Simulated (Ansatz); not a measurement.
`CN[SiH2][AlH2]`, charge 0, multiplicity 1.

(1) Give a relaxed structure at PBE0-D4/def2-TZVP (Ansatz). (An estimate is asked.)

## Answers

(1) Ansatz gave: 
Z-matrix (Å, degrees):
```
C
N 1 1.447
H 1 1.093 2 110.7
H 1 1.094 2 109.5 3 -117.5
H 1 1.100 2 114.1 3 122.0
Si 2 1.733 1 120.9 3 164.0
H 2 1.008 1 113.1 3 -51.1
Al 6 2.477 2 116.8 1 56.8
H 6 1.494 2 106.2 1 178.9
H 6 1.496 2 107.9 1 -66.2
H 8 1.595 6 121.5 2 6.4
H 8 1.594 6 121.2 2 -174.6
```
This is one stationary point; other conformers may exist.
